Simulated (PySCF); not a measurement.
CClF₃.

```xyz
5

F      1.0780    -0.6224     0.8134
C      0.0000     0.0000     0.3563
F     -1.0780    -0.6224     0.8134
F      0.0000     1.2448     0.8134
Cl     0.0000     0.0000    -1.4176
```

Coordinates come from a B3LYP-D3(BJ)/def2-SVP optimisation.

The numbers are results of PBE/pcSseg-2 run with PySCF, not measurements. Non-relativistic, no solvent.

Task: Give the absolute GIAO shielding of each atom: isotropic value and principal components (ppm). (Estimate from the structure and the level; the computed values follow.)

Result: 
```
atom  σ(iso)    σ11    σ22     σ33   span
----  ------  -----  -----  ------  -----
F1     183.1  127.3  128.9   293.1  165.8
C2      29.3   24.9   24.9    38.1   13.1
F3     183.1  127.3  128.9   293.1  165.8
F4     183.1  127.3  128.9   293.1  165.8
Cl5    541.9  291.1  291.1  1043.4  752.2
```
